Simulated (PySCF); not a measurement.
Mass spectrum arithmetic for `BOBO[SiH3]`

Species: `BOBO[SiH3]`.

All values are calculated from tables of isotopes.

(1) Molar mass and exact mass?

(2) Give the isotope pattern of the molecular ion M+•, merging species of the same nominal mass.

(3) What share of all molecules is the monoisotopic species?

(4) Protons, neutrons, electrons, and exact less nominal mass of the monoisotopic species?

(5) What is the composition by mass?

Answers

(1) For B2H6O2Si, with standard atomic weights, 2 × 10.810 + 2 × 15.999 + 1 × 28.085 + 6 × 1.008 = 87.751 g/mol. From the most abundant isotopes (11B, 16O, 28Si, 1H), 2 × 11.009305 + 2 × 15.994915 + 1 × 27.976927 + 6 × 1.007825 = 88.0323 u.

(2) 
```json
{"nominal mass": "86", "m/z (centroid)": "86.0390", "relative intensity": "6.0"}
{"nominal mass": "87", "m/z (centroid)": "87.0354", "relative intensity": "48.6"}
{"nominal mass": "88", "m/z (centroid)": "88.0319", "relative intensity": "100.0"}
{"nominal mass": "89", "m/z (centroid)": "89.0319", "relative intensity": "6.9"}
{"nominal mass": "90", "m/z (centroid)": "90.0295", "relative intensity": "3.7"}
```

Cut off at 0.1 %. One electron mass, 0.00055 u, is taken off. Abundances used (%; other tables differ somewhat): 10B 19.9, 11B 80.1; 16O 99.757, 17O 0.038, 18O 0.205; 28Si 92.2297, 29Si 4.6832, 30Si 3.0872; 1H 99.9885, 2H 0.0115.

(3) 0.801^2 × 0.99757^2 × 0.922297 × 0.999885^6 = 58.85 %.

(4) 46 protons, 42 neutrons and 46 electrons; 88.0323 − 88 = +0.0323 u.

(5) B 24.64 %, O 36.46 %, Si 32.01 %, H 6.89 %.
